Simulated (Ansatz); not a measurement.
# Telling isomers of C2H3Zn apart by their spectra

These gas-phase data were calculated for one isomer of C2H3Zn at PBE0-D3(BJ)/def2-SVP (harmonic, unscaled wavenumbers; equilibrium rotational constants with average atomic masses):

```
rotational constants            : 289.8, 3.422, 3.382 GHz
all wavenumbers above 1500 cm⁻¹ : 3113, 3049, 1904, 1753
dipole moment                   : 0.42 D (PBE0/def2-TZVPD)
```

Candidates:

(1) `C=[C][ZnH]`, a doublet
(2) the doublet with the links of `C=[CH][Zn]`

**Question.** Assign the data to one candidate and say why.

**Answer.** Candidate (1). 2 modes lie between 2750 and 3290 cm⁻¹, one for each C–H bond, while (2) has 3.

The same quantities for all candidates:

|  | rotational constants (GHz) | wavenumbers above 1500 cm⁻¹ | dipole (D) | E above the lowest, PBE0-D3(BJ)/def2-SVP (kcal/mol) |
| --- | --- | --- | --- | --- |
| (1) | 289.8, 3.422, 3.382 | 3113, 3049, 1904, 1753 | 0.42 | 20.4 |
| (2) | 53.33, 3.959, 3.685 | 3193, 3136, 3104, 1656 | 0.10 | 0.0 |

Open shells are spin-unrestricted. Programs: Ansatz 0.2.0.
